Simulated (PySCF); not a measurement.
Species: C3H5BrS.
SMILES: `C=C(Br)SC`

Torsions of this conformer, `[CH2:1]=[C:2]([Br:3])[S:4][CH3:5]`: C1–C2–S4–C5 0°.

The closed-shell ground state was solved at several levels (PySCF, density fitting, gas phase). Geometry: PBE0-D3(BJ)/def2-SVP, one conformer, isolated molecule. The calculation is non-relativistic and has no spin–orbit coupling, an omission that weighs most on bromine.

```tsv
level	basis functions	HOMO (eV)	LUMO (eV)	gap (eV)	dipole (D)
CAM-B3LYP/pcSseg-2	284	-7.87	0.77	8.64	2.59
PBE0/pcSseg-1	141	-6.61	-0.17	6.44	2.55
```

Problem. Estimate the row for CAM-B3LYP/def2-SVPD, a basis of 168 functions; the other rows only guide the guess.

Solution. HOMO -7.88 eV, LUMO 0.69 eV, gap 8.57 eV, dipole 2.58 D.

Problem. Over all these levels, which gives the widest orbital gap and which the narrowest?

Solution. CAM-B3LYP/pcSseg-2 (range-separated hybrid) has the widest, 8.64 eV, and PBE0/pcSseg-1 (global hybrid, 25 % exact exchange) the narrowest, 6.44 eV. Functional and basis both differ between the two, so the spread mixes both effects.

Problem. How far do the dipole and the HOMO energy spread over the levels?

Solution. The dipole runs from 2.55 to 2.59 D (mean 2.57 D) and the HOMO from -7.88 to -6.61 eV.
